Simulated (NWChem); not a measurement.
System: AlO, doublet; SMILES [O]=[Al]

Input file for NWChem:

```
start job
memory heap 200 mb stack 900 mb global 1100 mb
geometry units angstroms noautoz
  Al     0.000000     0.000000    -0.622993
  O      0.000000     0.000000     0.996825
end
basis spherical
  Al library def2-svp
  O library def2-svp
end
basis "cd basis" spherical
  * library "Ahlrichs Coulomb Fitting"
end
dft
  odft
  mult 2
  xc xpbe96 cpbe96
  iterations 150
end
task dft gradient
```

Excerpt of the output:

```
             Northwest Computational Chemistry Package (NWChem) 7.3.0
             --------------------------------------------------------

 ORDER OF PRIMARY AXIS IS BEING SET TO 4
 C4V symmetry detected

                             Geometry "geometry" -> ""
                             -------------------------

 Output coordinates in angstroms (scale by  1.889725989 to convert to a.u.)

  No.       Tag          Charge          X              Y              Z
 ---- ---------------- ---------- -------------- -------------- --------------
    1 Al                  13.0000     0.00000000     0.00000000    -0.61707352
    2 O                    8.0000     0.00000000     0.00000000     1.00274448

 Effective nuclear repulsion energy (a.u.)      33.9756897972

      Symmetry information
      --------------------

 Group name             C4v
 Group number             18
 Group order               8
 No. of unique centers     2

 Summary of "cd basis" -> "" (spherical)
 ------------------------------------------------------------------------------
       Tag                 Description            Shells   Functions and Types
 ---------------- ------------------------------  ------  ---------------------
 *                  Ahlrichs Coulomb Fitting          on all atoms

  pbe96 is a nonlocal functional; adding pw91lda local functional.

                                 NWChem DFT Module
                                 -----------------

 Summary of "cd basis" -> "cd basis" (spherical)
 ------------------------------------------------------------------------------
       Tag                 Description            Shells   Functions and Types
 ---------------- ------------------------------  ------  ---------------------
 Al                 Ahlrichs Coulomb Fitting        11       31   5s3p2d1f
 O                  Ahlrichs Coulomb Fitting        14       38   7s3p3d1f

 Summary of "ao basis" -> "ao basis" (spherical)
 ------------------------------------------------------------------------------
       Tag                 Description            Shells   Functions and Types
 ---------------- ------------------------------  ------  ---------------------
 Al                         def2-svp                 8       18   4s3p1d
 O                          def2-svp                 6       14   3s2p1d

      Symmetry analysis of basis
      --------------------------

        a1         14
        a2          0
        b1          2
        b2          2
        e          14

            General Information
            -------------------
          SCF calculation type: DFT
          Wavefunction type:  spin polarized.
          No. of atoms     :     2
          No. of electrons :    21
           Alpha electrons :    11
            Beta electrons :    10
          Charge           :     0
          Spin multiplicity:     2
          Use of symmetry is: on ; symmetry adaption is: on
          Maximum number of iterations: 150
          AO basis - number of functions:    32
                     number of shells:    14
          A Charge density fitting basis will be used.
          CD basis - number of functions:    69
                     number of shells:    25
          Convergence on energy requested:  1.00D-06
          Convergence on density requested:  1.00D-05
          Convergence on gradient requested:  5.00D-04

              XC Information
              --------------
          PerdewBurkeErnzerhof Exchange Functional  1.000
            Perdew 1991 LDA Correlation Functional  1.000 local
           PerdewBurkeErnz. Correlation Functional  1.000 non-local

             Grid Information
             ----------------
          Grid used for XC integration:  medium
          Radial quadrature: Mura-Knowles
          Angular quadrature: Lebedev.
          Tag              B.-S. Rad. Rad. Pts. Rad. Cut. Ang. Pts.
          ---              ---------- --------- --------- ---------
          Al                  1.25       88           7.0       590
          O                   0.60       49           7.0       434
          Grid pruning is: on
          Number of quadrature shells:   137
          Spatial weights used:  Erf1

      Superposition of Atomic Density Guess
      -------------------------------------

 Sum of atomic energies:        -316.48257109

      Non-variational initial energy
      ------------------------------

 Total energy =    -316.376458
 1-e energy   =    -506.981923
 2-e energy   =     156.629775
 HOMO         =      -0.259639
 LUMO         =       0.029579

   Symmetry analysis of molecular orbitals - initial alpha
   -------------------------------------------------------

 !! scf_movecs_sym_adapt:    4 vectors were symmetry contaminated

  Symmetry fudging

 !! scf_movecs_sym_adapt:    4 vectors were symmetry contaminated

  Numbering of irreducible representations:

     1 a1          2 a2          3 b1          4 b2          5 e

  Orbital symmetries:

     1 a1          2 a1          3 a1          4 a1          5 e
     6 e           7 a1          8 a1          9 e          10 e
    11 a1         12 e          13 e          14 a1         15 a1
    16 e          17 e          18 a1         19 b1         20 b2
    21 e

   Symmetry analysis of molecular orbitals - initial beta
   ------------------------------------------------------

 !! scf_movecs_sym_adapt:    4 vectors were symmetry contaminated

  Symmetry fudging

 !! scf_movecs_sym_adapt:    4 vectors were symmetry contaminated

  Numbering of irreducible representations:

     1 a1          2 a2          3 b1          4 b2          5 e

  Orbital symmetries:

     1 a1          2 a1          3 a1          4 a1          5 e
     6 e           7 a1          8 a1          9 e          10 e
    11 a1         12 e          13 e          14 a1         15 a1
    16 e          17 e          18 a1         19 b1         20 b2
    21 e

      3 Center 2 Electron Integral Information
      ----------------------------------------
          Maximum number of 3-center 2e- integrals is:           70656.
            This is reduced with Schwarz screening to:           60030.
            Incore requires a per proc buffer size of:           53200.
          Minimum dble words available (all nodes) is:       144171476
                   This is reduced (for later use) to:       143916594
                      proc 0 Suggested buffer size is:           53200
                         Max Suggested buffer size is:           53200
                              no. integral batches is:            1000

           0.053 MW buffer allocated for incore 3-center
          2e- integral storage on stack.

   convergence    iter        energy       DeltaE   RMS-Dens  Diis-err
 ---------------- ----- ----------------- --------- --------- ---------
 d= 0,ls=0.0,diis     1   -317.0180933293 -3.51D+02  9.79D-02  3.55D-01
                                                     5.36D-02  3.65D-01
 d= 0,ls=0.0,diis     2   -310.6742776737  6.34D+00  9.09D-02  6.04D+00
                                                     4.75D-02  4.67D+00
 d= 0,ls=0.0,diis     3   -317.2575202194 -6.58D+00  3.53D-03  4.15D-03
                                                     5.83D-03  3.71D-03
 d= 0,ls=0.0,diis     4   -317.2531821855  4.34D-03  8.26D-04  1.38D-02
                                                     6.92D-04  1.28D-02
 d= 0,ls=0.0,diis     5   -317.2552166104 -2.03D-03  2.34D-04  1.13D-02
                                                     5.68D-05  1.08D-02
  Resetting Diis
 d= 0,ls=0.0,diis     6   -317.2544745409  7.42D-04  1.75D-03  1.28D-02
                                                     1.04D-03  1.21D-02
 d= 0,ls=0.0,diis     7   -317.2603832889 -5.91D-03  2.92D-03  1.16D-03
                                                     5.94D-03  1.40D-03
 d= 0,ls=0.0,diis     8   -317.2401393869  2.02D-02  2.32D-03  4.08D-02
                                                     4.31D-03  4.25D-02
 d= 0,ls=0.0,diis     9   -317.2610230977 -2.09D-02  2.76D-04  2.42D-04
                                                     4.18D-04  2.31D-04
 d= 0,ls=0.0,diis    10   -317.2611675349 -1.44D-04  3.88D-05  1.05D-06
                                                     2.82D-05  2.53D-07
 d= 0,ls=0.0,diis    11   -317.2611680818 -5.47D-07  1.48D-05  1.81D-07
                                                     8.53D-06  7.04D-08
 d= 0,ls=0.0,diis    12   -317.2611681467 -6.49D-08  6.61D-06  5.40D-08
                                                     4.95D-06  3.64D-08

         Total DFT energy =     -317.261168146699
      One electron energy =     -508.426273429169
           Coulomb energy =      184.155231942439
    Exchange-Corr. energy =      -26.965816457199
 Nuclear repulsion energy =       33.975689797229

 Numeric. integr. density =       20.999997628590

                  Occupations of the irreducible representations
                  ----------------------------------------------

                     irrep           alpha         beta
                     --------     --------     --------
                     a1                7.0          6.0
                     a2                0.0          0.0
                     b1                0.0          0.0
                     b2                0.0          0.0
                     e                 4.0          4.0

                    DFT Final Alpha Molecular Orbital Analysis
                    ------------------------------------------

 Vector    9  Occ=1.000000D+00  E=-2.436411D-01  Symmetry=e
              MO Center=  3.9D-15,  7.1D-15,  7.7D-01, r^2= 1.1D+00
   Bfn.  Coefficient  Atom+Function         Bfn.  Coefficient  Atom+Function
  ----- ------------  ---------------      ----- ------------  ---------------
    23      0.499464  2 O  py                26      0.347506  2 O  py
    22      0.293403  2 O  px                25      0.204138  2 O  px
    12      0.169712  1 Al py                 9      0.150632  1 Al py
    11      0.099695  1 Al px                 8      0.088487  1 Al px
     6     -0.086816  1 Al py                15      0.057746  1 Al d -1

 Vector   10  Occ=1.000000D+00  E=-2.436411D-01  Symmetry=e
              MO Center=  4.8D-16, -4.8D-16,  7.7D-01, r^2= 1.1D+00
   Bfn.  Coefficient  Atom+Function         Bfn.  Coefficient  Atom+Function
  ----- ------------  ---------------      ----- ------------  ---------------
    22      0.499464  2 O  px                25      0.347506  2 O  px
    23     -0.293403  2 O  py                26     -0.204138  2 O  py
    11      0.169712  1 Al px                 8      0.150632  1 Al px
    12     -0.099695  1 Al py                 9     -0.088487  1 Al py
     5     -0.086816  1 Al px                17     -0.057746  1 Al d  1

 Vector   11  Occ=1.000000D+00  E=-2.377213D-01  Symmetry=a1
              MO Center= -4.4D-15, -7.0D-15, -5.2D-01, r^2= 2.9D+00
   Bfn.  Coefficient  Atom+Function         Bfn.  Coefficient  Atom+Function
  ----- ------------  ---------------      ----- ------------  ---------------
    24      0.408725  2 O  pz                 3      0.386932  1 Al s
     4      0.367324  1 Al s                 10     -0.314534  1 Al pz
    27      0.253190  2 O  pz                 2      0.209188  1 Al s
    13     -0.206516  1 Al pz                 7      0.174615  1 Al pz
    21      0.064856  2 O  s                 16     -0.036377  1 Al d  0

 Vector   12  Occ=0.000000D+00  E=-7.190756D-02  Symmetry=e
              MO Center= -1.6D-16, -2.6D-17, -6.0D-01, r^2= 3.5D+00
   Bfn.  Coefficient  Atom+Function         Bfn.  Coefficient  Atom+Function
  ----- ------------  ---------------      ----- ------------  ---------------
    12      0.542466  1 Al py                11     -0.478700  1 Al px
     9      0.272879  1 Al py                 8     -0.240802  1 Al px
    23     -0.211469  2 O  py                26     -0.202895  2 O  py
    22      0.186611  2 O  px                25      0.179045  2 O  px
     6     -0.137918  1 Al py                 5      0.121706  1 Al px

 Vector   13  Occ=0.000000D+00  E=-7.190756D-02  Symmetry=e
              MO Center= -9.1D-16, -1.3D-15, -6.0D-01, r^2= 3.5D+00
   Bfn.  Coefficient  Atom+Function         Bfn.  Coefficient  Atom+Function
  ----- ------------  ---------------      ----- ------------  ---------------
    11      0.542466  1 Al px                12      0.478700  1 Al py
     8      0.272879  1 Al px                 9      0.240802  1 Al py
    22     -0.211469  2 O  px                25     -0.202895  2 O  px
    23     -0.186611  2 O  py                26     -0.179045  2 O  py
     5     -0.137918  1 Al px                 6     -0.121706  1 Al py

 Vector   14  Occ=0.000000D+00  E= 1.702755D-02  Symmetry=a1
              MO Center= -4.5D-16, -1.4D-15, -2.6D-01, r^2= 4.5D+00
   Bfn.  Coefficient  Atom+Function         Bfn.  Coefficient  Atom+Function
  ----- ------------  ---------------      ----- ------------  ---------------
    13      1.001593  1 Al pz                21     -0.565600  2 O  s
     4      0.552305  1 Al s                 16     -0.214774  1 Al d  0
    10      0.135784  1 Al pz                20     -0.136378  2 O  s
    24      0.131894  2 O  pz                 2      0.093828  1 Al s
     7     -0.085679  1 Al pz                19     -0.079252  2 O  s

                     DFT Final Beta Molecular Orbital Analysis
                     -----------------------------------------

 Vector    8  Occ=1.000000D+00  E=-2.895706D-01  Symmetry=a1
              MO Center=  9.3D-16,  2.0D-16,  3.0D-01, r^2= 2.0D+00
   Bfn.  Coefficient  Atom+Function         Bfn.  Coefficient  Atom+Function
  ----- ------------  ---------------      ----- ------------  ---------------
     3      0.666753  1 Al s                 24     -0.431983  2 O  pz
     2      0.349905  1 Al s                 27     -0.256288  2 O  pz
    21     -0.252703  2 O  s                 20     -0.168898  2 O  s
    19     -0.082665  2 O  s                 13     -0.079973  1 Al pz
     4      0.076558  1 Al s                  1      0.055723  1 Al s

 Vector    9  Occ=1.000000D+00  E=-2.358833D-01  Symmetry=e
              MO Center= -1.6D-15, -3.5D-17,  7.8D-01, r^2= 1.1D+00
   Bfn.  Coefficient  Atom+Function         Bfn.  Coefficient  Atom+Function
  ----- ------------  ---------------      ----- ------------  ---------------
    22      0.575071  2 O  px                25      0.405501  2 O  px
    11      0.192515  1 Al px                 8      0.171191  1 Al px
     5     -0.099081  1 Al px                17     -0.077844  1 Al d  1
    23     -0.028818  2 O  py

 Vector   10  Occ=1.000000D+00  E=-2.358833D-01  Symmetry=e
              MO Center= -2.0D-16, -7.2D-16,  7.8D-01, r^2= 1.1D+00
   Bfn.  Coefficient  Atom+Function         Bfn.  Coefficient  Atom+Function
  ----- ------------  ---------------      ----- ------------  ---------------
    23      0.575071  2 O  py                26      0.405501  2 O  py
    12      0.192515  1 Al py                 9      0.171191  1 Al py
     6     -0.099081  1 Al py                15      0.077844  1 Al d -1
    22      0.028818  2 O  px

[...]

                         DFT ENERGY GRADIENTS

    atom               coordinates                        gradient
                 x          y          z           x          y          z
   1 Al      0.000000   0.000000  -1.166100    0.000000   0.000000   0.018512
   2 O       0.000000   0.000000   1.894912    0.000000   0.000000  -0.018512
```

Level: PBE/def2-SVP, spin-unrestricted, Coulomb fitting. Geometry: optimised at PBE0-D3(BJ)/def2-TZVP, spin-unrestricted. No stability test was run on the SCF state.
